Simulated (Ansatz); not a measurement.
Born–Oppenheimer molecular dynamics of F3HOSi (6 atoms, charge 0, multiplicity 1). It starts from a relaxed structure.

The calculation used RHF/def2-SVP (Ansatz 0.2.0).

| Property | Result |
| --- | --- |
| ensemble | NVT, Langevin thermostat |
| time step | 0.5 fs |
| steps asked | 166 |
| set temperature | 3000 K |
| friction | 0.05 /fs |
| masses | H 10 u |
| seed | 490952 |

First frame:

```xyz
6
Properties=species:S:1:pos:R:3
Si -0.020 -0.026 0.015
O -0.044 -0.098 1.613
H -0.831 -0.156 2.133
F 1.477 0.015 -0.468
F -0.760 1.257 -0.537
F -0.730 -1.273 -0.648
```

**Question.** How far do the bonds stretch over the last three quarters of this one trajectory? (Pairs bonded in most of those frames.)

**Answer.** 
```json
{"bond": "Si1–O2", "mean (Å)": "1.637", "spread (Å)": "0.059", "shortest": "1.53", "longest": "1.74"}
{"bond": "Si1–F4", "mean (Å)": "1.604", "spread (Å)": "0.056", "shortest": "1.48", "longest": "1.71"}
{"bond": "Si1–F5", "mean (Å)": "1.636", "spread (Å)": "0.099", "shortest": "1.46", "longest": "1.78"}
{"bond": "Si1–F6", "mean (Å)": "1.625", "spread (Å)": "0.063", "shortest": "1.49", "longest": "1.74"}
{"bond": "O2–H3", "mean (Å)": "0.962", "spread (Å)": "0.059", "shortest": "0.83", "longest": "1.08"}
```

Mean temperature of the second half: 2882 K. A run of 0.083 ps of so small a system gives no equilibrium averages.

Run time: 66 s on 1 thread of AMD EPYC 9B45 (Zen 5), with other jobs on the host, peak memory 0.15 GiB.
